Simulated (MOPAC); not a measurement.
MOPAC input (AM1):

```
AM1 FORCE THERMO(298,298) PRECISE LET UHF MS=0.5 GEO-OK AUX(PRECISION=9) THREADS=1
CH6BO2Si

C     2.16644835 1   -0.09644216 1   -0.01997794 1
Si    0.58581315 1    0.71996939 1    0.24205881 1
B    -0.95348221 1   -0.36156756 1   -0.03223553 1
O    -0.75807470 1   -1.18695504 1   -0.96054952 1
O    -2.02493085 1   -0.11708002 1    0.74563591 1
H     2.23829584 1   -0.55081670 1   -1.03679488 1
H     3.01556713 1    0.62163538 1    0.07922204 1
H     2.34485723 1   -0.91648271 1    0.71491854 1
H     0.41693769 1    1.86188060 1   -0.65315322 1
H     0.44716551 1    1.16330793 1    1.62875230 1
H    -2.72296344 1   -0.72455544 1    0.46955451 1
```

Output:

```
 *******************************************************************************
 **                                                                           **
 **                              MOPAC v23.2.5                                **
 **                                                                           **
 *******************************************************************************
 ** MOPAC's Digital Object Identifier: https://doi.org/10.5281/zenodo.6511958 **
 **                                                                           **
 ** Please cite the open-source release paper for use of this MOPAC version:  **
 ** J. E. Moussa and J. J. P. Stewart (2026)                                  **
 ** MOPAC: An open-source semiempirical molecular orbital program             **
 ** J. Open Source Softw., 11(119), 8025, https://doi.org/10.21105/joss.08025 **
 *******************************************************************************

                              AM1 CALCULATION RESULTS

 *******************************************************************************
 *  AM1        - The AM1 Hamiltonian to be used
 *  GEO-OK     - OVERRIDE INTERATOMIC DISTANCE AND OTHER SAFETY CHECKS
 *  UHF        - UNRESTRICTED HARTREE-FOCK CALCULATION
 *  MS=        - IN MECI, MAGNETIC COMPONENT OF SPIN =  0.5
 *  LET        - OVERRIDE SOME SAFETY CHECKS
 *  PRECISE    - TIGHTER CRITERIA TO BE USED
 *  FORCE      - FORCE CALCULATION SPECIFIED
 *  AUX        - OUTPUT AUXILIARY INFORMATION
 *  THERMO     - THERMODYNAMIC QUANTITIES TO BE CALCULATED
 *******************************************************************************
AM1 FORCE THERMO(298,298) PRECISE LET UHF MS=0.5 GEO-OK AUX(PRECISION=9) THREADS=1
 CH6BO2Si

   ATOM   CHEMICAL          X               Y               Z
  NUMBER   SYMBOL      (ANGSTROMS)     (ANGSTROMS)     (ANGSTROMS)

     1       C          2.16644835  *  -0.09644216  *  -0.01997794  *
     2      Si          0.58581315  *   0.71996939  *   0.24205881  *
     3       B         -0.95348221  *  -0.36156756  *  -0.03223553  *
     4       O         -0.75807470  *  -1.18695504  *  -0.96054952  *
     5       O         -2.02493085  *  -0.11708002  *   0.74563591  *
     6       H          2.23829584  *  -0.55081670  *  -1.03679488  *
     7       H          3.01556713  *   0.62163538  *   0.07922204  *
     8       H          2.34485723  *  -0.91648271  *   0.71491854  *
     9       H          0.41693769  *   1.86188060  *  -0.65315322  *
    10       H          0.44716551  *   1.16330793  *   1.62875230  *
    11       H         -2.72296344  *  -0.72455544  *   0.46955451  *

          CARTESIAN COORDINATES

    NO.       ATOM           X           Y           Z

     1         C          2.1664     -0.0964     -0.0200
     2        Si          0.5858      0.7200      0.2421
     3         B         -0.9535     -0.3616     -0.0322
     4         O         -0.7581     -1.1870     -0.9605
     5         O         -2.0249     -0.1171      0.7456
     6         H          2.2383     -0.5508     -1.0368
     7         H          3.0156      0.6216      0.0792
     8         H          2.3449     -0.9165      0.7149
     9         H          0.4169      1.8619     -0.6532
    10         H          0.4472      1.1633      1.6288
    11         H         -2.7230     -0.7246      0.4696

[...]
 VIBRATION         23   23A           ATOM PAIR      ENERGY CONTRIBUTION    RADIAL
 FREQUENCY          2236.05         Si 2 -- H  9         +97.2% ( 99.0%)    100.0%
 TRANSITION DIPOLE   0.1084         Si 2 -- H 10          +2.3% ( 15.2%)     69.3%
 TRAVEL (Ang.)       0.1794         Si 2 -- O  4          +0.2% (  4.2%)      2.1%
 REDUCED MASS        0.9373         Si 2 -- B  3          +0.2% (  4.2%)      3.9%
 EFFECTIVE MASS      1.3352
 FORCE CONSTANT      2.7613

 VIBRATION         24   24A           ATOM PAIR      ENERGY CONTRIBUTION    RADIAL
 FREQUENCY          3056.92         C  1 -- H  7         +65.1% ( 83.1%)     99.1%
 TRANSITION DIPOLE   0.3480         C  1 -- H  6         +27.5% ( 54.0%)     92.4%
 TRAVEL (Ang.)       0.2050         C  1 -- H  8          +6.5% ( 26.3%)     64.0%
 REDUCED MASS        0.5247         C  1 -- Si 2          +0.9% (  9.6%)      0.0%
 EFFECTIVE MASS      1.4717
 FORCE CONSTANT      2.8891

 VIBRATION         25   25A           ATOM PAIR      ENERGY CONTRIBUTION    RADIAL
 FREQUENCY          3060.77         C  1 -- H  8         +57.2% ( 77.9%)     98.5%
 TRANSITION DIPOLE   0.3438         C  1 -- H  6         +38.3% ( 63.7%)     95.3%
 TRAVEL (Ang.)       0.2108         C  1 -- H  7          +3.7% ( 19.9%)     45.5%
 REDUCED MASS        0.4958         C  1 -- Si 2          +0.9% (  9.6%)      0.0%
 EFFECTIVE MASS      1.4725
 FORCE CONSTANT      2.7367

 VIBRATION         26   26A           ATOM PAIR      ENERGY CONTRIBUTION    RADIAL
 FREQUENCY          3165.19         C  1 -- H  8         +36.0% ( 57.7%)     97.2%
 TRANSITION DIPOLE   0.2266         C  1 -- H  6         +33.7% ( 55.7%)     96.8%
 TRAVEL (Ang.)       0.2547         C  1 -- H  7         +30.1% ( 52.7%)     96.2%
 REDUCED MASS        0.3285         C  1 -- Si 2          +0.2% (  4.0%)     99.5%
 EFFECTIVE MASS      1.1285
 FORCE CONSTANT      1.9390

 VIBRATION         27   27A           ATOM PAIR      ENERGY CONTRIBUTION    RADIAL
 FREQUENCY          3462.13         O  5 -- H 11         +99.6% (100.0%)     99.9%
 TRANSITION DIPOLE   0.6593         B  3 -- O  5          +0.4% (  5.9%)      4.5%
 TRAVEL (Ang.)       0.1434
 REDUCED MASS        0.9478
 EFFECTIVE MASS      1.3691
 FORCE CONSTANT      6.6935

      SYMMETRY NUMBER FOR POINT-GROUP C1  =  1

          SYSTEM IS A GROUND STATE

 CH6BO2Si

          MOLECULE IS NOT LINEAR

          THERE ARE 27 GENUINE VIBRATIONS IN THIS SYSTEM
          THIS THERMODYNAMICS CALCULATION IS LIMITED TO
          MOLECULES WHICH HAVE NO INTERNAL ROTATIONS

                    CALCULATED THERMODYNAMIC PROPERTIES
                                          *
   TEMP. (K)   PARTITION FUNCTION   H.O.F.    ENTHALPY  HEAT CAPACITY ENTROPY
                                   KCAL/MOL   CAL/MOLE    CAL/K/MOL  CAL/K/MOL

 298.00  VIB.     0.3629D+03                  3166.6276    20.0325    22.3392
         ROT.     0.1372D+06                   888.2803     2.9808    26.4872
         INT.     0.4978D+08                  4054.9079    23.0133    48.8264
         TRA.     0.8111D+27                  1480.4672     4.9680    39.3668
         TOT.                     -121.766    5535.3751    27.9813    88.1932

   *: NOTE: HEATS OF FORMATION ARE RELATIVE TO THE
            ELEMENTS IN THEIR STANDARD STATE AT 298K
              (=  Standard Enthalpy of Formation).

            Hvib:  Zero-point energy is not included.
                   frequencies of less than zero cm-1 are not included.
            Hrot = (3/2)RT
            Htra = (3/2)RT + pV = (5/2)RT

            Heat capacity is Cp, not Cv

          For more information, see: HTTP://OpenMOPAC.net/Manual/thermochemistry.html

           FORCE CONSTANT IN CARTESIAN COORDINATES (Millidynes/A)

    ATOM   CHEMICAL       X               Y               Z
   NUMBER   SYMBOL  FORCE CONSTANT  FORCE CONSTANT  FORCE CONSTANT

      1       C        5.281454        7.311129        7.333049
      2      Si        4.135731        3.873571        4.438378
      3       B        8.767247        4.280290        4.725802
      4       O        3.873039        4.276824        3.254973
      5       O        6.520291        6.711926        2.491617
      6       H        1.277014        1.928416        3.396449
      7       H        1.234977        4.677718        0.658945
      8       H        1.290459        1.382006        3.942965
      9       H        0.609313        0.783495        1.947759
     10       H        0.588059        0.693697        2.033394
     11       H        1.400297        5.944103        0.418450

 **********************
 *                    *
 * JOB ENDED NORMALLY *
 *                    *
 **********************

 == MOPAC DONE ==
```
